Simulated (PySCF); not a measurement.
# C6H11O2: g tensor and hyperfine couplings

Species: C6H11O2 (doublet state).
Z-matrix (Å and degrees, GFN2-xTB geometry), rows numbered from 1:
```
C 
C   1  1.5405
C   2  1.4851  1  112.59
C   3  1.4840  2  120.27  1    69.08
C   3  1.4778  2  120.10  1   -98.99
O   5  1.4698  3  111.21  2    82.46
C   6  1.3118  5  117.68  3  -102.19
O   7  1.1968  6  127.90  5    -2.35
H   1  1.0872  2  109.94  3  -177.65
H   1  1.0870  2  110.61  3   -57.47
H   1  1.0870  2  110.23  3    62.76
H   2  1.0952  1  107.69  3   120.78
H   2  1.0913  1  108.52  3  -121.95
H   4  1.0953  3  111.10  2  -102.97
H   4  1.0870  3  110.97  2    17.59
H   4  1.0920  3  110.80  2   138.84
H   5  1.0926  3  111.89  2  -161.49
H   5  1.0949  3  111.84  2   -36.63
H   7  1.1065  6  108.39  5   177.99
```

The hyperfine couplings belong to this conformer and change with its torsions.

As a line formula: `CC[C](C)COC=O` [radical].

Method used: UKS B3LYP, pcH-1 on C H O, non-relativistic, mean-field spin-orbit, GIAO in PySCF 2.14.0. Geometry: GFN2-xTB, one conformer, isolated molecule. A GFN2-xTB geometry isn't a minimum of the functional, and hyperfine couplings can be far from their values at a DFT geometry. No stability test was run, so a lower SCF solution isn't excluded.

```
g1, g2, g3                      : 2.00201, 2.00227, 2.00303
g_iso                           : 2.00244
Form of g                       : rhombic: the two nearest values differ by 25 % of g3 − g1
⟨S²⟩                            : 0.7539 (exact 0.7500)
HOMO–LUMO gap, α and β orbitals : 5.50, 6.02 eV
Total energy                    : -385.69479 Eh
```

Isotropic coupling and dipolar principal values T1 to T3, in MHz; ρ(0) is the spin density at the nucleus:

| atom | isotope | a_iso | T1 | T2 | T3 | Mulliken spin population | ρ(0) (bohr⁻³) |
| --- | --- | --- | --- | --- | --- | --- | --- |
| C1 | 13C | 68.0 | -5.5 | -5.3 | 10.7 | 0.04 | 0.0605 |
| C2 | 13C | -30.2 | -2.1 | 0.0 | 2.2 | -0.07 | -0.0269 |
| C3 | 13C | 98.7 | -78.0 | -77.9 | 155.8 | 0.95 | 0.0878 |
| C4 | 13C | -30.9 | -2.4 | 0.0 | 2.3 | -0.08 | -0.0275 |
| C5 | 13C | -11.9 | -1.9 | -0.4 | 2.4 | -0.04 | -0.0106 |
| O6 | 17O | -51.0 | -20.1 | 9.9 | 10.3 | 0.04 | 0.0841 |
| C7 | 13C | -3.2 | -0.8 | -0.5 | 1.3 | 0.00 | -0.0028 |
| O8 | 17O | -0.6 | -3.2 | 1.2 | 2.1 | 0.01 | 0.0010 |
| H9 | 1H | 9.8 | -3.4 | -1.7 | 5.0 | 0.01 | 0.0022 |
| H10 | 1H | -3.7 | -4.5 | -1.9 | 6.5 | 0.00 | -0.0008 |
| H11 | 1H | -4.1 | -4.8 | -1.7 | 6.5 | 0.00 | -0.0009 |
| H12 | 1H | 64.1 | -4.7 | -4.4 | 9.2 | 0.03 | 0.0143 |
| H13 | 1H | 9.7 | -4.9 | -3.9 | 8.8 | 0.00 | 0.0022 |
| H14 | 1H | 126.7 | -5.2 | -2.9 | 8.0 | 0.05 | 0.0284 |
| H15 | 1H | 7.1 | -4.5 | -3.7 | 8.2 | 0.00 | 0.0016 |
| H16 | 1H | 73.4 | -4.7 | -4.5 | 9.2 | 0.03 | 0.0164 |
| H17 | 1H | 11.8 | -5.9 | -3.7 | 9.5 | 0.01 | 0.0026 |
| H18 | 1H | 24.6 | -6.3 | -3.2 | 9.5 | 0.01 | 0.0055 |
| H19 | 1H | 14.0 | -1.6 | -1.0 | 2.5 | 0.01 | 0.0031 |

The Mulliken spin populations are largest on C3 (+0.95), C4 (-0.08) and C2 (-0.07). C3 is the only atom above +0.15. The positive populations add up to 1.19 and the negative ones to -0.19, together 2S = 1. The angles at C3 add up to 358.9°, so it is planar.

Axes: g3 points within 11° of the C3–C5 bond.

Under fast tumbling the dipolar parts average out, and these isotropic splittings remain: 3 × 1H (H14/H15/H16, I = 1/2, 4 lines) with 2.46 mT, 2 × 1H (H12/H13, I = 1/2, 3 lines) with 1.32 mT, 2 × 1H (H17/H18, I = 1/2, 3 lines) with 0.65 mT and 1 × 1H (H19, I = 1/2, 2 lines) with 0.50 mT.

Class means assume fast exchange of nuclei equivalent by connectivity; if that motion is slow, each nucleus keeps its own coupling. The three 1H nuclei of mean +69.1 MHz run from 7.1 to 126.7 MHz in the frozen geometry. The 1H value of +36.9 MHz is a mean of couplings from 9.7 to 64.1 MHz in this one geometry, not an average over conformers. The 1H value of +18.2 MHz is a mean of couplings from 11.8 to 24.6 MHz in this one geometry, not an average over conformers.

The 13C coupling of C3 (98.7 MHz) shows only in satellite lines or after enrichment, since that isotope makes up about 1.07 % of natural carbon.

The 17O coupling of O6 (-51.0 MHz) shows only in satellite lines or after enrichment, since that isotope makes up about 0.038 % of natural oxygen.
